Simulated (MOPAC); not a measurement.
MOPAC input (PM6):

```
PM6 PRECISE GNORM=0.05 LET XYZ UHF MS=0.5 GEO-OK AUX(PRECISION=9) THREADS=1
H3Ge

Ge   -0.01667653 1   -0.02374786 1   -0.02936325 1
H     0.55173632 1   -0.94519677 1    1.07018852 1
H    -1.12441123 1    0.88709926 1    0.54024778 1
H     1.10632396 1    0.81802910 1   -0.67081224 1
```

Output:

```
 *******************************************************************************
 **                                                                           **
 **                              MOPAC v23.2.5                                **
 **                                                                           **
 *******************************************************************************
 ** MOPAC's Digital Object Identifier: https://doi.org/10.5281/zenodo.6511958 **
 **                                                                           **
 ** Please cite the open-source release paper for use of this MOPAC version:  **
 ** J. E. Moussa and J. J. P. Stewart (2026)                                  **
 ** MOPAC: An open-source semiempirical molecular orbital program             **
 ** J. Open Source Softw., 11(119), 8025, https://doi.org/10.21105/joss.08025 **
 *******************************************************************************

                              PM6 CALCULATION RESULTS

 *******************************************************************************
 *  PM6        - The PM6 Hamiltonian to be used
 *  GEO-OK     - OVERRIDE INTERATOMIC DISTANCE AND OTHER SAFETY CHECKS
 *  UHF        - UNRESTRICTED HARTREE-FOCK CALCULATION
 *  MS=        - IN MECI, MAGNETIC COMPONENT OF SPIN =  0.5
 *  LET        - OVERRIDE SOME SAFETY CHECKS
 *  PRECISE    - TIGHTER CRITERIA TO BE USED
 *  XYZ        - CARTESIAN COORDINATE SYSTEM TO BE USED
 *  GNORM      - EXIT WHEN GRADIENT NORM DROPS BELOW 0.050
 *  AUX        - OUTPUT AUXILIARY INFORMATION
 *******************************************************************************
PM6 PRECISE GNORM=0.05 LET XYZ UHF MS=0.5 GEO-OK AUX(PRECISION=9) THREADS=1
 H3Ge

   ATOM   CHEMICAL          X               Y               Z
  NUMBER   SYMBOL      (ANGSTROMS)     (ANGSTROMS)     (ANGSTROMS)

     1      Ge         -0.01667653  *  -0.02374786  *  -0.02936325  *
     2       H          0.55173632  *  -0.94519677  *   1.07018852  *
     3       H         -1.12441123  *   0.88709926  *   0.54024778  *
     4       H          1.10632396  *   0.81802910  *  -0.67081224  *

          CARTESIAN COORDINATES

    NO.       ATOM           X           Y           Z

     1        Ge         -0.0167     -0.0237     -0.0294
     2         H          0.5517     -0.9452      1.0702
     3         H         -1.1244      0.8871      0.5402
     4         H          1.1063      0.8180     -0.6708

 General Reference for PM6:
 "Optimization of Parameters for Semiempirical Methods V: Modification of NDDO Approximations
 and Application to 70 Elements", J. J. P. Stewart, J. Mol. Mod., 13, 1173-1213 (2007)
 URL: https://link.springer.com/article/10.1007/s00894-007-0233-4

           Empirical Formula: H3 Ge  =     4 atoms

      MOLECULAR POINT GROUP   :   C3v

          UHF CALCULATION, NO. OF ALPHA ELECTRONS =    4
                           NO. OF BETA  ELECTRONS =    3

          Geometry optimization using EF

          DIAGONAL MATRIX USED AS START HESSIAN

 CYCLE:     1  GRAD.:    53.132 HEAT:  44.80154
 CYCLE:     2  GRAD.:    48.605 HEAT:  42.75870
 CYCLE:     3  GRAD.:    17.549 HEAT:  38.52844
 CYCLE:     4  GRAD.:    16.740 HEAT:  37.18224
 CYCLE:     5  GRAD.:    10.714 HEAT:  36.88535
 CYCLE:     6  GRAD.:     0.988 HEAT:  36.67609
 CYCLE:     7  GRAD.:     0.479 HEAT:  36.67073
 CYCLE:     8  GRAD.:     0.090 HEAT:  36.67051
 CYCLE:     9  GRAD.:     0.002 HEAT:  36.67050

     GRADIENT =  0.00206 IS LESS THAN CUTOFF =  0.05000

 -------------------------------------------------------------------------------
 PM6 PRECISE GNORM=0.05 LET XYZ UHF MS=0.5 GEO-OK AUX(PRECISION=9) THREADS=1
 H3Ge

     GEOMETRY OPTIMISED USING EIGENVECTOR FOLLOWING (EF).
     SCF FIELD WAS ACHIEVED

                              PM6 CALCULATION
                                                       MOPAC v23.2.5 Linux

          FINAL HEAT OF FORMATION =         36.67050 KCAL/MOL =     153.42938 KJ/MOL

          COSMO AREA              =         79.19 SQUARE ANGSTROMS
          COSMO VOLUME            =         64.97 CUBIC ANGSTROMS

          GRADIENT NORM           =          0.00206          =       0.00103 PER ATOM
          IONIZATION POTENTIAL    =          8.147097 EV
          ALPHA SOMO LUMO (EV)    =         -8.147  2.636
          BETA  SOMO LUMO (EV)    =        -12.448 -2.048
          NO. OF ALPHA ELECTRONS  =          4
          NO. OF BETA  ELECTRONS  =          3
          MOLECULAR WEIGHT        =         75.6137         POINT GROUP:  D3h

          MOLECULAR DIMENSIONS (Angstroms)

            Atom       Atom       Distance
            H     4    H     3     2.60327
            H     3    H     2     2.25450
           Ge     1    H     4     0.00000

          SCF CALCULATIONS        =         10

   ATOM   CHEMICAL          X               Y               Z
  NUMBER   SYMBOL      (ANGSTROMS)     (ANGSTROMS)     (ANGSTROMS)

     1      Ge          0.03413775  *   0.04861300  *   0.06010801  *
     2       H          0.41742226  *  -1.18012915  *   0.83618510  *
     3       H         -1.30101029  *   0.69839081  *   0.29287552  *
     4       H          0.98600063  *   0.62757799  *  -0.94873627  *

                             CARTESIAN COORDINATES

   1   Ge        0.034137751     0.048613001     0.060108011
   2    H        0.417422261    -1.180129148     0.836185096
   3    H       -1.301010285     0.698390807     0.292875522
   4    H        0.986000630     0.627577985    -0.948736271

           Empirical Formula: H3 Ge  =     4 atoms

      MOLECULAR POINT GROUP   :   D3h

          ALPHA EIGENVALUES
 -18.52951 -12.54334 -12.54334  -8.14710   2.63637   2.63637   3.10700

           BETA EIGENVALUES
 -18.41846 -12.44752 -12.44752  -2.04843   2.69877   2.69877   3.07696

              NET ATOMIC CHARGES AND DIPOLE CONTRIBUTIONS

  ATOM NO.   TYPE          CHARGE      No. of ELECS.   s-Pop       p-Pop
    1         Ge          -0.408522        4.4085     1.26269     3.14584
    2          H           0.136174        0.8638     0.86383
    3          H           0.136174        0.8638     0.86383
    4          H           0.136174        0.8638     0.86383
 DIPOLE           X         Y         Z       TOTAL
 POINT-CHG.    -0.000     0.000     0.000     0.000
 HYBRID         0.000     0.000     0.000     0.000
 SUM            0.000     0.000     0.000     0.000

          ATOMIC ORBITAL ELECTRON POPULATIONS

     Atom    s        px        py        pz
    1 Ge   1.26269   1.06102   1.04879   1.03603
    2  H   0.86383
    3  H   0.86383
    4  H   0.86383

                    (SZ)    =    0.500000
                    (S**2)  =    0.752813

          ATOMIC ORBITAL SPIN POPULATIONS

    Atom   Total    s     px     py     pz
         Atomic
    1 Ge  1.0880  0.018  0.192  0.354  0.523
    2  H -0.0293 -0.029
    3  H -0.0293 -0.029
    4  H -0.0293 -0.029

 **********************
 *                    *
 * JOB ENDED NORMALLY *
 *                    *
 **********************

 == MOPAC DONE ==
```
